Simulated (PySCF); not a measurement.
Computed IR spectrum (relative IR intensity) of a molecule C3H5ClSi. Coordinates come from a PBE0-D3(BJ)/def2-SVP optimisation. The values are those of a single conformer. Method: PBE0-D3(BJ)/def2-SVP in PySCF. Frequencies are harmonic and unscaled.

Lines under 2 % of the strongest are left out, and lines within 2 cm⁻¹ are merged.

ν (cm⁻¹): 354 (vw), 456 (w), 559 (m), 591 (m), 706 (vw), 789 (w), 843 (m), 869 (s), 880 (vs), 943 (m), 1253 (m), 2072 (vs), 2250 (s), 2270 (m) (against the strongest line: vs over 80 %, s over 45 %, m over 15 %, w over 4 %, vw less)

**Question.** Pick the molecule that these values belong to.
(A) [SiH3]C=C=CCl
(B) Cl[Si@@H]1C=CC1
(C) C#CC[SiH2]Cl
(D) C=C=C[SiH2]Cl

**Answer.** D, C=C=C[SiH2]Cl
